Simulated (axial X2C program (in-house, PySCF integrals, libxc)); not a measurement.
# ZrBr: from the spin-free to the two-component result

Computed with an in-house relativistic program for diatomic molecules. Spin-free means the one-electron spin-free X2C Hamiltonian; two-component (2c) means X2C with spin–orbit coupling and atomic mean-field two-electron Coulomb and Gaunt terms, so the difference of the two also holds small scalar two-electron terms. Basis: Zr dyall-cv3z [11s12p9d6f3g], Br dyall-cv3z [8s9p6d4f1g] (cores contracted in-house); Gaussian nuclei, density fitting, unrestricted open shells. Masses: Zr 89.905 u, Br 78.918 u.

Spin-free state: M_S = 3/2, Λ = 0 (beyond evenly filled blocks: σα, δ+α, δ-α); fragments Zr + Br.

```json
{"level": "PBE0", "Re (Å)": "2.477", "ωe (cm⁻¹)": "275.9", "De (eV)": "4.446", "μ (D)": "-4.09"}
{"level": "HF", "Re (Å)": "2.573", "ωe (cm⁻¹)": "253.9", "De (eV)": "n/a", "μ (D)": "-4.97"}
{"level": "MP2", "Re (Å)": "2.516", "ωe (cm⁻¹)": "267.9", "De (eV)": "4.020", "μ (D)": "n/a"}
{"level": "CCSD", "Re (Å)": "2.527", "ωe (cm⁻¹)": "265.4", "De (eV)": "3.756", "μ (D)": "n/a"}
{"level": "CCSD(T)", "Re (Å)": "2.523", "ωe (cm⁻¹)": "266.7", "De (eV)": "3.830", "μ (D)": "n/a"}
{"level": "PW91", "Re (Å)": "2.473", "ωe (cm⁻¹)": "275.0", "De (eV)": "4.603", "μ (D)": "-3.47"}
```

Correlated methods: 11 electrons correlated (number of frozen shells: Zr 4 s, 3 p, 1 d; Br 3 s, 2 p, 1 d), 323 virtual spin orbitals or spinors in MP2, 90 natural virtuals in coupled cluster.

Dipoles are positive if Br is the positive end.

Two-component determinant lowest at the distance of the search:

Ω = 3/2 (⟨Sz⟩ = 1.50, ⟨Lz⟩ = 0.00 at HF); fragments Zr + Br.

| level | Re (Å) | ωe (cm⁻¹) | μ (D) |
| --- | --- | --- | --- |
| PBE0 | 2.478 | 275.6 | -4.09 |
| HF | 2.573 | 253.6 | -4.98 |
| MP2 | 2.516 | 267.5 | n/a |
| CCSD | 2.528 | 265.2 | n/a |
| CCSD(T) | 2.524 | 266.4 | n/a |
| PW91 | 2.474 | 274.6 | -3.47 |

(1) From the two tables, how do the constants change at the CCSD(T) level (2c against spin-free)?

Occupations by symmetry block were frozen at the best pattern of an incomplete PBE0 search. Dissociation energies refer to the lowest single-determinant-based atoms at the same level and basis. De is not given where an atomic determinant may have missed its ground term or J level, or where the truncated virtual space spoils (T). Density functionals use the spin component along the axis (collinear). Coupled cluster ran in a truncated set of natural virtual spinors; the MP2 energy of the rest was added. (T) has no such correction and the atoms are truncated less, which lowers De at CCSD(T) by a hundredth of an eV or more. PBE0 can misorder states that lie within some tenths of an eV, so this need not be the ground state of the molecule. The nearest other spin-free determinant of the search, M_S = 3/2, Λ = 3, lies 0.14 eV up at the distance of the search. Without a current term, density functionals place determinants with orbital angular momentum somewhat too high. With several unpaired electrons one determinant need not be a pure state. The outer-core s and p shells of the metal are frozen in the correlated rows, which leaves out core–valence correlation; for alkali and alkaline-earth bonds that tends to lengthen them. This is the top spin component of a Σ state; components of lower Ω are not single determinants and can lie lower. With the outer-core shells frozen, correlated bond lengths of heavy atoms tend to come out a few hundredths of an ångström too long.

Answers

(1) At the CCSD(T) level Re goes up by 0.001 Å and ωe goes down by 0.3 cm⁻¹.
